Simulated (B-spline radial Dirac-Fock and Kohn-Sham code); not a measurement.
Elastic scattering of 828 eV electrons by the free neon atom

These are calculated numbers from a radial finite-basis atomic code; the model is relativistic (Dirac) partial waves in the static field of the Dirac-Fock atom with Furness-McCarthy exchange, without polarisation or absorption potentials.

The run's input, task.json:

```json
{"items": [{
  "Z": 10,
  "q": 0,
  "cfg": [[1, 0, 2], [2, 0, 2], [2, 1, 6]],
  "A": 20,
  "rrms": 3.0055,
  "do": "elastic",
  "energies": [[828.0, 0]],
  "theta": [0, 10, 20, 30, 40, 50, 60, 70, 80, 90, 100, 110, 120, 130, 140, 150, 160, 170, 180]
}]}
```

Launch: `python xray2_run.py task.json out`

| θ (°) | dσ/dΩ (Å²/sr) |
| --- | --- |
| 0 | 1.94 |
| 10 | 1.11 |
| 20 | 0.351 |
| 30 | 0.117 |
| 40 | 0.0518 |
| 50 | 0.0289 |
| 60 | 0.0184 |
| 70 | 0.0128 |
| 80 | 0.00953 |
| 90 | 0.00747 |
| 100 | 0.00614 |
| 110 | 0.00524 |
| 120 | 0.00462 |
| 130 | 0.00419 |
| 140 | 0.00389 |
| 150 | 0.00368 |
| 160 | 0.00355 |
| 170 | 0.00347 |
| 180 | 0.00344 |

**Question.** What integrated cross sections go with this distribution?

**Answer.** The total elastic cross section is 0.578 Å², the first transport cross section 0.111 Å² and the second, weighted with (3/2) sin²θ, 0.193 Å². The mean deflection is ⟨1 − cos θ⟩ = 0.192, and 5.3 % of the collisions scatter beyond 90°.
